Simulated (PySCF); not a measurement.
The same groups moved round the core (silole hydroxy). All species are isolated molecules in the gas phase. One relaxed conformer stands for each flexible species; it need not be the lowest. Strings in code marks are SMILES.

Quantity: electronic energy of isomers of C4H6OSi relative to `O[SiH]1C=CC=C1` (H–O–Si–C torsion 54°), in kJ/mol.

Case: `OC1=CC=C[SiH2]1` (H–O–C–Si torsion 0°). Geometry of `C1=CC=C(O)[SiH2]1` (neutral, multiplicity 1, Å):

```xyz
12

O      1.9771    -0.7897    -1.1576
C      0.8376    -0.4087    -0.5375
C     -0.2949    -1.1301    -0.6102
C     -1.4424    -0.5797     0.1181
C     -1.2983     0.5764     0.7935
Si     0.4522     1.1008     0.5367
H      2.6714    -0.1498    -0.9887
H     -0.3709    -2.0589    -1.1662
H     -2.3832    -1.1247     0.0914
H     -2.1041     1.0343     1.3495
H      0.6525     2.3737    -0.2095
H      1.3088     1.1439     1.7539
```

Q: What is the computed electronic energy of isomers of C4H6OSi relative to `O[SiH]1C=CC=C1` (H–O–Si–C torsion 54°) (PBE0-D4/def2-TZVP (PySCF))?

A: 149.9 kJ/mol.
